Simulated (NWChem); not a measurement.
System: C3H5ClSi; SMILES C1[SiH2]C(Cl)=C1

```xyz
10

Cl     0.0978    -2.0658     0.0000
C     -0.1005    -0.3636     0.0000
C     -1.2542     0.3372     0.0000
C     -0.8825     1.8084     0.0000
Si     0.9271     1.2009     0.0000
H     -2.2749    -0.0688     0.0000
H     -1.2208     2.3577    -0.8939
H     -1.2208     2.3577     0.8939
H      1.7490     1.4839    -1.2149
H      1.7490     1.4839     1.2149
```
Atoms are numbered in this order, from 1.

Results from NWChem. Medium grid unless said otherwise, to which SCAN and Minnesota functionals are sensitive. Coordinates come from a PBE0/def2-SVP optimisation. Hybrids' shares of exact exchange are those that their runs print; pure functionals count as 0. The functionals differ in more than this share.

| row | share of exact exchange | highest occupied level (eV) |
|---|---|---|
| PBE/def2-TZVP | 0.00 | -6.19 |
| B3LYP/def2-TZVP | 0.20 | withheld |
| PBE0/def2-TZVP | 0.25 | -7.31 |
| M06-2X/def2-TZVP | 0.54 | -8.46 |

Q: Fit a straight line of the last column on the one before it, predict the withheld value, and compare with the run.

A: 
1. Means of the 3 shown rows: x = 0.263, y = -7.320. Slope Σ(x − x̄)(y − ȳ)/Σ(x − x̄)² = -0.6131/0.1461 = -4.197; intercept -6.215.
2. The shown rows scatter about the line by 0.033 (root mean square); the largest residual is -0.05, at PBE0/def2-TZVP.
3. At x = 0.20 (B3LYP/def2-TZVP; inside the shown range) the line gives -7.05.
4. The run gives -7.07, -0.02 from the line, 0.6 times the scatter.
